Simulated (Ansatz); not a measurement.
# Energy profile

The step: CH₆OSn ([CH3][O][SnH3]) → CH₄OSn ([CH2][O][SnH2]) + H₂; bonds formed: H2–H5; bonds broken: Sn1–H2, C4–H5; bonds weakened to dative contacts: Sn1–O3 (atoms numbered as in the saddle structure below).

```json
{"atom": "Sn1", "x (Å)": "-1.3111", "y (Å)": "0.9469", "z (Å)": "0.1789"}
{"atom": "H2", "x (Å)": "-0.5810", "y (Å)": "-0.4655", "z (Å)": "-1.3652"}
{"atom": "O3", "x (Å)": "0.2012", "y (Å)": "-0.3416", "z (Å)": "0.9031"}
{"atom": "C4", "x (Å)": "1.0465", "y (Å)": "-0.8273", "z (Å)": "0.0988"}
{"atom": "H5", "x (Å)": "0.1530", "y (Å)": "-0.9121", "z (Å)": "-1.2870"}
{"atom": "H6", "x (Å)": "-2.1600", "y (Å)": "1.2264", "z (Å)": "1.6723"}
{"atom": "H7", "x (Å)": "-0.4114", "y (Å)": "2.4396", "z (Å)": "0.0380"}
{"atom": "H8", "x (Å)": "1.3052", "y (Å)": "-1.8865", "z (Å)": "0.1868"}
{"atom": "H9", "x (Å)": "1.7577", "y (Å)": "-0.1799", "z (Å)": "-0.4258"}
```

Electronic energies by CCSD(T) at an estimated basis limit (MP2 extrapolated from triple and quadruple zeta, plus CCSD(T) − MP2 in triple zeta), on PBE0-D4/def2-TZVP structures; CH6OSn, singlet; no counterpoise correction. Program: Ansatz 0.2.0. Basis: def2-TZVPP and def2-QZVPP. Cores are frozen in the correlated methods. Filled d shells of the heavier atoms are correlated. Core potentials replace the inner electrons of the atoms past krypton. The def2 sets are not built for correlating such inner shells, so the correlated values are less sure here. Extrapolation: Hartree–Fock as exp(−7.88 √X), correlation as X^−2.97.

(1) Give the profile in kcal/mol, counted from the start structure. (To be estimated.)

T1 diagnostic: at most 0.023. The restricted Hartree–Fock reference is unstable towards an unrestricted one at one or more of these structures.

Results:

(1) The calculation gives:
```json
{"point": "start structure", "kcal/mol": "0.00"}
{"point": "saddle", "kcal/mol": "53.87"}
{"point": "end structure", "kcal/mol": "36.85"}
{"point": "separated: CH4OSn (linked as [CH2][O][SnH2]; Sn1, O3, C4, H6, H7, H8, H9; singlet) + H2 (H2, H5; singlet)", "kcal/mol": "37.80"}
```

For scale, one of the runs: CCSD(T)/def2-TZVPP, 196 basis functions, launched by `ansatz run in.yaml --threads 4 --pin off --events-out ev --progress --plain --max-ram 9574MiB`. Time: 100 s of wall clock on 4 CPU threads of an Arm Neoverse N1; the host was shared. Peak host memory: 2.6 GiB.
